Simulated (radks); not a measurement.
Removal energies from the holmium ion Ho4+, [Xe] 4f9, by Delta-SCF beside the eigenvalue of the level emptied. Method: scalar-relativistic Kohn-Sham, PBEsol, spin-polarised, spherical densities, finite nucleus; Fermi nuclear charge, rms radius of each element as measured or else 0.836 A^(1/3) + 0.57 fm; computed with a radial shooting solver on a logarithmic mesh with Libxc functionals. Open shells are filled with parallel spins first.

removed from    final configuration  Delta-SCF (eV)  -eigenvalue (eV)
4f                         [Xe] 4f8          64.145            53.234
5p            [Kr] 4d10 4f9 5s2 5p5          76.832            69.593
5s            [Kr] 4d10 4f9 5s1 5p6          104.10            96.090
4d             [Kr] 4d9 4f9 5s2 5p6          222.90            210.94
